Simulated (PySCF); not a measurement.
# Electron correlation in Re²⁺ (rhenium, charge +2)

[Xe] 4f14 5d5, high-spin 6S determinant. All numbers are calculated (PySCF 2.14, a scalar-relativistic core potential, in def2-TZVPPD with the def2 core potential (60 electrons)). Frozen: 5s2 5p6; 5 electrons correlated.

```json
{"level": "CCSD", "correlation energy (mhartree)": "-57.51"}
{"level": "(T)", "correlation energy (mhartree)": "-0.70"}
{"level": "CCSD(T)", "correlation energy (mhartree)": "-58.21"}
```

Diagnostics: T1 = 0.0012, D1 = 0.0017, largest double amplitude 0.026.

Cost of the coupled-cluster step: about 0.9 core-seconds, for 5 correlated electrons.

Iterations:

```
CC2 = 0
CCSD nocc = (np.int64(5), np.int64(0)), nmo = (55, 55)
frozen orbitals [[0, 1, 2, 3], [0, 1, 2, 3]]
max_cycle = 100
direct = 0
conv_tol = 1e-08
conv_tol_normt = 1e-06
diis_space = 8
diis_start_cycle = 0
Init t2, MP2 energy = -0.0515881572255811
Init E_corr(UCCSD) = -0.0515881572258527
cycle = 1  E_corr(UCCSD) = -0.0567957168054563  dE = -0.00520755958  norm(t1,t2) = 0.0150169
cycle = 2  E_corr(UCCSD) = -0.0573826093262051  dE = -0.000586892521  norm(t1,t2) = 0.00332215
cycle = 3  E_corr(UCCSD) = -0.0575160686234927  dE = -0.000133459297  norm(t1,t2) = 0.00112094
cycle = 4  E_corr(UCCSD) = -0.0575050469740331  dE = 1.10216495e-05  norm(t1,t2) = 0.000126392
cycle = 5  E_corr(UCCSD) = -0.0575053995143343  dE = -3.52540301e-07  norm(t1,t2) = 1.44071e-05
cycle = 6  E_corr(UCCSD) = -0.0575053998681968  dE = -3.53862578e-10  norm(t1,t2) = 1.22248e-06
cycle = 7  E_corr(UCCSD) = -0.0575054011594039  dE = -1.29120708e-09  norm(t1,t2) = 8.75804e-08
UCCSD converged
E(UCCSD) = -76.79934325548776  E_corr = -0.05750540115940391
UCCSD(T) correction = -0.000699843646130055
```
